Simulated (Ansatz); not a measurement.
H5BGeSi, SMILES `[BH2][Ge][SiH3]` (lower singlet) (charge 0, multiplicity 1). This singlet lies 0.64 eV below the relaxed triplet at the level frozen-core CCSD(T)/cc-pVTZ // PBE0-D3(BJ)/def2-TZVP (Ansatz, an electronic-structure program).

Cartesian coordinates (Å):
SMILES: [BH2][Ge][SiH3]
```xyz
8

B      1.3322    -0.1833     0.4761
Ge     0.5000     0.7173     2.0193
Si    -0.9846     0.1514     0.0653
H      1.4146    -1.3820     0.4221
H      1.8271     0.4488    -0.4198
H     -1.5420     1.4745    -0.3188
H     -2.0347    -0.6985     0.6846
H     -0.5128    -0.5282    -1.1753
```
Charge 0, multiplicity 1.

Question: Give the natural occupations of the active orbitals, the CASSCF energy and the corrected energy for Ansatz with frozen-core fic-MRCISD+Q@CASSCF(2e,2o)/cc-pVTZ // PBE0-D3(BJ)/def2-TZVP.

Answer: 
```json
{
  "natural_occupations": "1.94, 0.06",
  "CASSCF energy": "-2391.8967 Ha",
  "corrected_energy": "-2392.3468 Ha",
  "weight_of_the_reference": "0.864"
}
```
